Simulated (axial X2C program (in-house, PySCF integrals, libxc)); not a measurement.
## WSi at several levels of theory

Calculated with an in-house relativistic program for diatomic molecules. Spin-free means the one-electron spin-free X2C Hamiltonian; two-component (2c) means X2C with spin–orbit coupling and atomic mean-field two-electron Coulomb and Gaunt terms, so the difference of the two also holds small scalar two-electron terms. Basis: W dyall-cv3z [13s14p9d7f4g], Si dyall-v3z [8s7p2d1f] (cores contracted in-house); Gaussian nuclei, density fitting, unrestricted open shells. Masses: W 183.951 u, Si 27.977 u.

State, spin-free: M_S = 2, Λ = 1 (beyond evenly filled blocks: σα, π+α, π+β, π-α, δ+α, δ-α); electrons by block: σα: 18, σβ: 17, π+α: 9, π+β: 9, π-α: 9, π-β: 8, δ+α: 4, δ+β: 3, δ-α: 4, δ-β: 3, φ+α: 1, φ+β: 1, φ-α: 1, φ-β: 1. Fragments: W + Si.

State, 2c: Ω = 3 (⟨Sz⟩ = 1.99, ⟨Lz⟩ = 1.01 at HF); electrons by block: 1/2: 27, -1/2: 26, 3/2: 12, -3/2: 12, 5/2: 5, -5/2: 4, 7/2: 1, -7/2: 1. Fragments: W + Si.

```json
{"Hamiltonian": "spin-free", "level": "PBE0", "Re (Å)": "2.314", "ωe (cm⁻¹)": "388.2", "ωexe (cm⁻¹)": "1.82", "De (eV)": "n/a", "μ (D)": "-2.62"}
{"Hamiltonian": "spin-free", "level": "HF", "Re (Å)": "2.583", "ωe (cm⁻¹)": "228.9", "ωexe (cm⁻¹)": "2.19", "De (eV)": "n/a", "μ (D)": "-2.75"}
{"Hamiltonian": "spin-free", "level": "CCSD", "Re (Å)": "2.342", "ωe (cm⁻¹)": "372.6", "ωexe (cm⁻¹)": "1.76", "De (eV)": "n/a", "μ (D)": "n/a"}
{"Hamiltonian": "spin-free", "level": "CCSD(T)", "Re (Å)": "2.328", "ωe (cm⁻¹)": "393.2", "ωexe (cm⁻¹)": "1.71", "De (eV)": "n/a", "μ (D)": "n/a"}
{"Hamiltonian": "spin-free", "level": "B97-3", "Re (Å)": "2.322", "ωe (cm⁻¹)": "387.7", "ωexe (cm⁻¹)": "1.83", "De (eV)": "3.16", "μ (D)": "-2.35"}
{"Hamiltonian": "2c", "level": "HF", "Re (Å)": "2.577", "ωe (cm⁻¹)": "230.7", "ωexe (cm⁻¹)": "2.16", "De (eV)": "n/a", "μ (D)": "-2.73"}
{"Hamiltonian": "2c", "level": "CCSD", "Re (Å)": "2.337", "ωe (cm⁻¹)": "373.8", "ωexe (cm⁻¹)": "1.74", "De (eV)": "n/a", "μ (D)": "n/a"}
{"Hamiltonian": "2c", "level": "CCSD(T)", "Re (Å)": "2.323", "ωe (cm⁻¹)": "395.1", "ωexe (cm⁻¹)": "1.7", "De (eV)": "n/a", "μ (D)": "n/a"}
```

Correlated methods: 10 electrons correlated (number of frozen shells: W 5 s, 4 p, 2 d, 1 f; Si 2 s, 1 p), 286 virtual spin orbitals or spinors in MP2, 110 natural virtuals in coupled cluster.

Dipoles are positive if Si is the positive end.

The state is one determinant whose occupation by symmetry is held fixed; it was picked as the lowest of a PBE0 search that is not exhaustive. Dissociation energies refer to the lowest single-determinant-based atoms at the same level and basis. De is not given where an atomic determinant may have missed its ground term or J level, or where the truncated virtual space spoils (T). Coupled cluster ran in a truncated set of natural virtual spinors; the MP2 energy of the rest was added. (T) has no such correction and the atoms are truncated less, which lowers De at CCSD(T) by a hundredth of an eV or more. Other states lie close and PBE0, whose exact exchange favours high spin, may order them wrongly; the determinant shown need not be the ground state. The nearest other spin-free determinant of the search, M_S = 2, Λ = 0, lies 0.46 eV up at the distance of the search. Without a current term, density functionals place determinants with orbital angular momentum somewhat too high. With several unpaired electrons one determinant need not be a pure state. A state of lower Ω lies just above, and one determinant can place such states too high, so the state shown need not be the lowest. The search has Ω = 1 only 0.08 eV up. Open-shell Ω = 0 determinants with evenly filled partner blocks cannot be reached by this program, so the Ω shown need not be the lowest component. The determinant is spin-polarised beyond a pure state at some levels (its spin-free form has ⟨S²⟩ too high), which makes Re and μ there less reliable. The T1 diagnostic is large, a sign of multireference character.

No reliable constants came from B97-3 (2c), MP2 (2c), MP2 (spin-free), PBE0 (2c): no minimum in range, unconverged points, a curve that is not smooth, a change of character along it, or the two Hamiltonians disagreeing along it.

Rough cost a point (2c) on 1 thread(s) of a shared host, integrals apart: HF 1.3 s, CCSD(T) 10 s.

The whole task took 4.4 min on 1 thread of Intel(R) Xeon(R) 6975P-C (Granite Rapids) (shared host).
